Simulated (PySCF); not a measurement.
**Ionisation energy of Ta⁺ by level of theory**

Ta⁺ [Xe] 4f14 5d3 6s1 (5F) → Ta²⁺ [Xe] 4f14 5d3 (4F), as a difference of total energies. All numbers are calculated (PySCF 2.14, scalar relativity through the core potential, in aug-cc-pVDZ-PP with ECP60MDF). Correlated levels: valence: 5s2 5p6 frozen. The calculations carry no spin-orbit coupling.

| method | ionisation energy (eV) |
| --- | --- |
| UHF | 14.176 |
| M06-2X | 15.137 |
| BP86 | 15.528 |
| MP2 (valence) | 14.490 |
| SCS-MP2 (valence) | 14.281 |

How much does correlation contribute at MP2 (valence)?

14.490 − (14.176) = 0.314 eV, measured against UHF.

The reference lies between the lowest fine-structure levels, while these numbers refer to the centres of the terms.

Errors of the correlated levels include the incompleteness of this basis and the frozen core.

For comparison: 16.2 ± 0.5 eV (semi-empirical (NIST evaluation); NIST Atomic Spectra Database, ionization energies).
